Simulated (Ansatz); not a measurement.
Molecular dynamics of CF4

input.yaml

```yaml
crystal:
  lattice:
    - [8.173302, 0.0, 0.0]
    - [0.0, 8.173302, 0.0]
    - [0.0, 0.0, 8.173302]
  atoms:
    - { symbol: C, position: [0.29878881, 0.31282433, -0.01769394] }
    - { symbol: F, position: [0.40323775, 0.41179405, 0.0613497] }
    - { symbol: F, position: [0.19591945, 0.24547691, 0.09036791] }
    - { symbol: F, position: [0.21432191, 0.40057421, -0.12779551] }
    - { symbol: F, position: [0.38161787, 0.19413838, -0.09470496] }
    - { symbol: C, position: [0.68174484, 0.76659662, 0.9443774] }
    - { symbol: F, position: [0.71437375, 0.91370593, 1.00893776] }
    - { symbol: F, position: [0.52423727, 0.76061715, 0.8993168] }
    - { symbol: F, position: [0.77769291, 0.74245319, 0.8143988] }
    - { symbol: F, position: [0.71072766, 0.64968604, 1.05586454] }
    - { symbol: C, position: [0.03139759, 0.62569325, 0.32742838] }
    - { symbol: F, position: [-0.00322197, 0.46613702, 0.32302418] }
    - { symbol: F, position: [-0.1008396, 0.70908807, 0.37481577] }
    - { symbol: F, position: [0.15317259, 0.65211662, 0.4333651] }
    - { symbol: F, position: [0.07714839, 0.67561782, 0.17844474] }
    - { symbol: C, position: [0.91251443, 0.11076229, 0.58515889] }
    - { symbol: F, position: [0.98374858, 0.24537741, 0.64418473] }
    - { symbol: F, position: [0.88429082, 0.12934586, 0.42503674] }
    - { symbol: F, position: [1.01108952, -0.01751607, 0.60885676] }
    - { symbol: F, position: [0.77058579, 0.08573077, 0.66259963] }
    - { symbol: C, position: [0.45585243, -0.01856606, 0.33564911] }
    - { symbol: F, position: [0.35688204, 0.00618377, 0.46347964] }
    - { symbol: F, position: [0.58514106, -0.10686513, 0.38237502] }
    - { symbol: F, position: [0.37461028, -0.09888465, 0.21881028] }
    - { symbol: F, position: [0.50708363, 0.12562911, 0.27759107] }
    - { symbol: C, position: [0.53028335, 0.47160443, 0.54038371] }
    - { symbol: F, position: [0.59306101, 0.47491886, 0.38949127] }
    - { symbol: F, position: [0.47022885, 0.61865118, 0.57828694] }
    - { symbol: F, position: [0.41047881, 0.36041075, 0.54749187] }
    - { symbol: F, position: [0.64762044, 0.43177563, 0.64728658] }
basis:
  ecutwfc: 420.0
kpoints:
  mp_grid: { grid: [1, 1, 1] }
hamiltonian:
  xc: pbe
  dispersion: d3bj
scf:
  occupations: { method: fermi_dirac, width: 0.02 }
  lower_state_search: "off"
md:
  timestep: 1
  n_steps: 80
  ensemble: nvt_langevin
  temperature: 700.0
  initial_velocities: maxwell_boltzmann
  seed: 553687
  friction: 0.02
```

Command:

```bash
$ ansatz run input.yaml --threads 1 --pin off --max-ram 3072MiB --backend cpu --events-out ev --progress --plain --runs-dir out
```

It starts from a partly relaxed structure (largest force component 0.22 eV/Å).

Output, in part (step lines):

```
md step     0: t =     0.00 fs  T =   676.7 K  F+E_penalty+E_count = -20897.07386529 eV  E_kin = 2.623978 eV  (7 SCF iters)
md step     1: t =     1.00 fs  T =   677.3 K  F+E_penalty+E_count = -20897.03309920 eV  E_kin = 2.626334 eV  (7 SCF iters)
md step     2: t =     2.00 fs  T =   637.6 K  F+E_penalty+E_count = -20896.91761909 eV  E_kin = 2.472631 eV  (7 SCF iters)
md step     3: t =     3.00 fs  T =   607.7 K  F+E_penalty+E_count = -20896.75402407 eV  E_kin = 2.356685 eV  (7 SCF iters)
md step     4: t =     4.00 fs  T =   599.8 K  F+E_penalty+E_count = -20896.56715178 eV  E_kin = 2.325999 eV  (7 SCF iters)
md step     5: t =     5.00 fs  T =   564.0 K  F+E_penalty+E_count = -20896.36731616 eV  E_kin = 2.187187 eV  (5 SCF iters)
md step     6: t =     6.00 fs  T =   532.8 K  F+E_penalty+E_count = -20896.18179094 eV  E_kin = 2.065917 eV  (5 SCF iters)
md step     7: t =     7.00 fs  T =   488.6 K  F+E_penalty+E_count = -20896.03876242 eV  E_kin = 1.894835 eV  (5 SCF iters)
[... lines left out ...]
md step    80: t =    80.00 fs  T =   590.5 K  F+E_penalty+E_count = -20895.28869203 eV  E_kin = 2.289931 eV  (7 SCF iters)
```

The steps, from the saved trajectory:

| time (fs) | T (K) | potential energy less start (eV) |
| --- | --- | --- |
| 0.0 | 677 | 0.000 |
| 2.0 | 638 | 0.156 |
| 4.0 | 600 | 0.507 |
| 6.0 | 533 | 0.892 |
| 8.0 | 444 | 1.132 |
| 10.0 | 445 | 1.197 |
| 12.0 | 457 | 1.144 |
| 14.0 | 490 | 1.111 |
| 16.0 | 472 | 1.193 |
| 18.0 | 494 | 1.359 |
| 20.0 | 498 | 1.451 |
| 22.0 | 566 | 1.404 |
| 24.0 | 580 | 1.298 |
| 26.0 | 678 | 1.151 |
| 28.0 | 757 | 1.099 |
| 30.0 | 710 | 1.155 |
| 32.0 | 680 | 1.283 |
| 34.0 | 673 | 1.427 |
| 36.0 | 609 | 1.572 |
| 38.0 | 685 | 1.683 |
| 40.0 | 679 | 1.701 |
| 42.0 | 772 | 1.577 |
| 44.0 | 737 | 1.423 |
| 46.0 | 813 | 1.407 |
| 48.0 | 811 | 1.597 |
| 50.0 | 736 | 1.949 |
| 52.0 | 648 | 2.182 |
| 54.0 | 664 | 2.145 |
| 56.0 | 740 | 1.970 |
| 58.0 | 753 | 1.857 |
| 60.0 | 733 | 1.868 |
| 62.0 | 727 | 2.100 |
| 64.0 | 654 | 2.409 |
| 66.0 | 571 | 2.557 |
| 68.0 | 591 | 2.567 |
| 70.0 | 643 | 2.374 |
| 72.0 | 668 | 2.065 |
| 74.0 | 787 | 1.808 |
| 76.0 | 846 | 1.653 |
| 78.0 | 723 | 1.677 |
| 80.0 | 591 | 1.785 |

All steps were run. A run of 0.08 ps of so small a system gives no equilibrium averages. Limits of this set-up: coarse k mesh.

Mean squared displacements from the first frame to the last, about the centre of mass: C 0.05 Å², F 0.18 Å².

Last frame:

```xyz
30
Lattice="8.1733 0.0000 0.0000 0.0000 8.1733 0.0000 0.0000 0.0000 8.1733" Properties=species:S:1:pos:R:3
C 2.350 2.473 -0.366
F 3.213 3.480 -0.135
F 1.886 2.058 0.821
F 1.357 3.154 -0.998
F 2.844 1.500 -1.048
C 5.427 6.250 7.668
F 5.844 7.445 8.027
F 4.121 6.342 7.445
F 6.071 5.907 6.468
F 5.777 5.335 8.608
C 0.116 5.225 2.735
F -0.085 3.926 3.112
F -1.063 5.864 2.939
F 1.062 5.748 3.631
F 0.656 5.136 1.573
C 7.646 1.061 4.837
F 8.559 1.814 5.455
F 7.287 1.535 3.627
F 8.150 -0.188 4.673
F 6.495 1.026 5.624
C 3.810 -0.392 2.528
F 3.194 0.209 3.560
F 4.867 -0.991 2.993
F 3.049 -1.270 1.919
F 4.283 0.527 1.556
C 4.383 4.052 4.361
F 4.794 4.010 2.981
F 3.642 5.154 4.341
F 3.612 2.972 4.553
F 5.490 3.968 5.148
```

Run time: 12 min on 1 thread of AMD EPYC (Zen 3), on a shared host, peak memory 0.59 GiB.
